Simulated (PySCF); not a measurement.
## SMILES c12c(ccs1)scc2, C6H4S2

Cartesian coordinates in Å; atom numbers follow the order of the lines, from 1:
```xyz
12

C    -2.231    0.071    0.392
C    -1.506   -0.998   -0.022
C    -0.143   -0.662   -0.160
S     1.289   -1.506   -0.631
C     2.231   -0.071   -0.397
C     1.505    0.998    0.018
C     0.143    0.661    0.154
S    -1.288    1.507    0.626
H    -3.285    0.117    0.583
H    -1.915   -1.971   -0.218
H     3.285   -0.118   -0.586
H     1.916    1.971    0.215
```

Computed with PySCF 2.14.0, GIAO B3LYP/aug-pcSseg-1 magnetisability, rotational g tensor and spin-rotation constants, non-relativistic, gas phase. Geometry: GFN2-xTB.

(1) How diamagnetic is it, and how anisotropic?

(2) Split it along the inertial axes a, b, c into diamagnetic and paramagnetic parts about the centre of mass, with the quadrupole moment.

(3) And the rotational g tensor?

## Answers

(1) Isotropic -1498 × 10⁻³⁰ J/T², or -90.2 × 10⁻⁶ cm³/mol; principal values -2377, -1091, -1027 × 10⁻³⁰ J/T², anisotropy 1320 × 10⁻³⁰ J/T² (root of half the summed squared differences of the principal values). The susceptibility is in cgs units.

(2) 
```
axis  χ (10⁻⁶ cm³/mol)  diamagnetic (10⁻⁶ cm³/mol)  paramagnetic (10⁻⁶ cm³/mol)  summed x² of all electrons (Å²)  quadrupole Θ (D Å)
   a             -65.0                      -462.5                        397.4                            210.2               +4.05
   b             -62.5                      -949.6                        887.1                             95.4               +6.11
   c            -143.2                     -1296.3                       1153.1                             13.6              -10.16
```
Anisotropies 2χaa − χbb − χcc = +75.6 and 2χbb − χaa − χcc = +83.2 × 10⁻⁶ cm³/mol. Θ is traceless in Buckingham's convention.

(3) 
```csv
axis,rotational constant (GHz),g,nuclear part,electronic part
a,3.3840,-0.0655,0.5664,-0.6318
b,1.3364,-0.0282,0.5287,-0.5569
c,0.9580,+0.0204,0.5394,-0.5190
```
Asymmetric top; isotopes 12C, 1H, 32S; no vibrational averaging.
